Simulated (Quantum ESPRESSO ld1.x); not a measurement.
Values are calculated unless marked as measured or tabulated.
Task: The aim is the scandium ion Sc3+ in [Ar]. This ld1.x (Quantum ESPRESSO 7.5) run was made with `OMP_NUM_THREADS=1 ld1.x < ld1.in > ld1.out`. Can the result be used? Name any fault.

```
 &input
    zed=21.0,
    iswitch=1,
    rel=1,
    dft='PW',
    config='[Zn] 5s1',
    verbosity='high',
    prefix='ld1',
    max_out_wfc=37,
    file_charge='ld1.rho',
 /
```

Output (excerpt):

```
     Program LD1 v.7.5 starts

 %%%%%%%%%%%%%%%%%%%%%%%%%%%%%%%%%%%%%%%%%%%%%%%%%%%%%%%%%%%%%%%%%%%%%%%%%%%%%%
     Error in routine el_config (1):
     wrong core: Zn
 %%%%%%%%%%%%%%%%%%%%%%%%%%%%%%%%%%%%%%%%%%%%%%%%%%%%%%%%%%%%%%%%%%%%%%%%%%%%%%

     stopping ...
```

Result: No (refused). The line at issue: config='[Zn] 5s1'. The program stops in el_config with "wrong core: Zn": the cores known are He, Ne, Ar, Kr, Xe, Hg and Rn. The sound input gives -760.6621 hartree.
